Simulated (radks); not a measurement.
The gold ion Au4+, 75 electrons, occupied as [Xe] 4f14 5d7. All-electron calculation, scalar-relativistic Kohn-Sham, BLYP, spin-polarised, spherical densities, finite nucleus; open shells are filled with parallel spins first (spin-orbit coupling, left out, can overturn this in heavy ions); Fermi nuclear charge, rms radius 5.4371 fm. Program: a radial shooting solver on a logarithmic mesh with Libxc functionals.

Radial electron density D(r) = 4 pi r^2 rho(r):

r (bohr),D(r) (e/bohr),spin D(r)
0.0009833,10.12,-0.0000798
0.001145,12.65,-0.0000994
0.001322,15.57,-0.000122
0.001539,19.28,-0.000150
0.001777,23.49,-0.000182
0.002053,28.45,-0.000219
0.00239,34.56,-0.000264
0.00276,41.21,-0.000312
0.003213,49.14,-0.000369
0.00371,57.43,-0.000427
0.004319,66.80,-0.000490
0.004988,75.99,-0.000550
0.005761,85.07,-0.000608
0.006707,93.95,-0.000664
0.007746,101.1,-0.000709
0.009017,106.5,-0.000746
0.01041,109.2,-0.000773
0.01212,109.2,-0.000792
0.014,106.8,-0.000789
0.01617,102.9,-0.000731
0.01882,98.81,-0.000492
0.02174,97.08,0.000155
0.02531,99.57,0.00185
0.02923,107.1,0.00538
0.03403,119.7,0.0129
0.0393,133.4,0.0259
0.04538,144.3,0.0477
0.05283,148.2,0.0833
0.06102,142.9,0.130
0.07103,130.5,0.191
0.08203,119.1,0.249
0.0955,115.3,0.291
0.1103,121.9,0.291
0.1274,132.9,0.236
0.1483,137.5,0.126
0.1713,127.1,0.0196
0.1994,103.7,-0.0172
0.2302,82.85,0.0803
0.268,75.03,0.310
0.3096,81.09,0.534
0.3575,88.83,0.606
0.4162,86.10,0.434
0.4806,71.22,0.138
0.5595,50.71,-0.0359
0.6462,35.29,0.182
0.7523,26.35,0.872
0.8688,22.42,1.75
1.003,19.39,2.50
1.168,15.35,2.81
1.349,10.99,2.58
1.57,6.804,1.96
1.814,3.836,1.27
2.111,1.831,0.661
2.438,0.7850,0.294
2.816,0.2833,0.106
3.278,0.07675,0.0277
3.786,0.01694,0.00579
4.408,0.002429,0.000765
5.09,0.0002654,0.0000756

D(r) has 4 maxima, at r = 0.0112, 0.0520, 0.145, 0.375 bohr, and minima at 0.0217, 0.0932, 0.266 bohr, inside which lie 1.88, 11.03, 30.00 electrons.
